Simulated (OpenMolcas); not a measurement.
Computed levels of 2s2 2p in ions with 5 electrons, in cm-1 above 2P* 1/2.

* Program: OpenMolcas 26.06
* Method: CASSCF
* Basis: ANO-RCC-VQZP
* Scalar Hamiltonian: DKH2, point nucleus
* Spin-orbit coupling: RASSI with atomic mean-field integrals over the reference wave functions, term energies averaged over their components

Active space for each ion: 1 electron in 3 orbitals (2p).

```tsv
Level	N2+	F4+	Ne5+
2P* 3/2	175	751	1307
```

Task: Estimate 2P* 3/2 for O3+ from its neighbours N2+ and F4+.

Result: 2P* 3/2 is fine structure, which grows about as the fourth power of a screened charge, so the fourth roots are averaged: ((175^0.25 + 751^0.25) / 2)^4 = 387. The calculation gives 388, so the estimate is off by -0.3 %; the measured value is 386 (Moore, Selected Tables of Atomic Spectra, NSRDS-NBS 3, section 10).

With one active electron the reference holds no correlation, so core polarisation is missing. Computed and measured levels are paired by configuration, term and J; levels that our copy of the source lacks, or whose pairing is in doubt (as where it misses far off the trend of its configuration), stay unpaired and out of the deviations. Only configurations of the active space appear.

* marks odd parity.
